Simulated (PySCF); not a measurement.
# Solvent effects on NMR parameters

Numbering as in the mapped SMILES `[CH:1]#[C:2][C@@H:3]1[CH2:4][CH2:5][C@:6]1([F:7])[O:8][CH3:9]`. Each H is labelled by its parent atom. Ha(C4), Ha(C5) are cis to C2 on the ring; Hb(C4), Hb(C5) are trans to C2 on the ring.

GIAO PBE0/pcSseg-1 in PySCF 2.14 on one PBE0-D3(BJ)/def2-SVP conformer, non-relativistic, equivalent nuclei averaged. Solvents enter as an IEF-PCM continuum (dichloromethane with ε = 8.9, dimethylsulfoxide with ε = 46.8) around the gas-phase geometry. Shifts are referred to TMS, CFCl3 computed in the same medium.

Gas phase, δ in ppm: C6 114.4, C2 86.1, C1 80.4, C9 50.0, C3 37.5, C5 35.9, C4 21.4, F7 -137.3, H(C9) 3.46, H(C3) 3.09, Ha(C5) 2.53, H(C1) 2.27, Hb(C5) 2.26, Hb(C4) 2.05. Dipole moment 0.90 D.

(1) How does each δ change in the continuum?

(2) Which nuclei move most (in ppm), and what does the model miss?

## Answers

(1) 
```tsv
atoms	environment	Δδ, dichloromethane	Δδ, dimethylsulfoxide
C6	fully substituted sp3 carbon bonded to F and O	+1.4	+1.7
C2	alkyne carbon	+2.1	+2.5
C1	terminal alkyne carbon	+1.4	+1.6
C9	methyl carbon bonded to O	+1.0	+1.2
C3	propargylic sp3 CH	+0.5	+0.6
C5	sp3 CH2 in a ring	+0.7	+0.8
C4	sp3 CH2 in a ring	+0.5	+0.6
F7	fluorine on an sp3 carbon	-1.9	-2.1
H(C9)	hydrogen on a methyl carbon bonded to O	+0.08	+0.10
H(C3)	hydrogen on a propargylic sp3 CH	+0.17	+0.21
Ha(C5)	hydrogen on an sp3 CH2 in a ring	+0.03	+0.03
H(C1)	hydrogen on a terminal alkyne carbon	+0.37	+0.44
Hb(C5)	hydrogen on an sp3 CH2 in a ring	+0.09	+0.11
Hb(C4)	hydrogen on an sp3 CH2 in a ring	+0.15	+0.18
```

Changes are relative to the gas phase. The dipole moment becomes 1.05 D in dichloromethane, 1.08 D in dimethylsulfoxide.

(2) C2 (alkyne carbon, +2.5 ppm) in dimethylsulfoxide. A continuum only polarises the solute; specific hydrogen bonds, the anisotropy of aromatic solvents and changes of geometry or conformer are outside it.
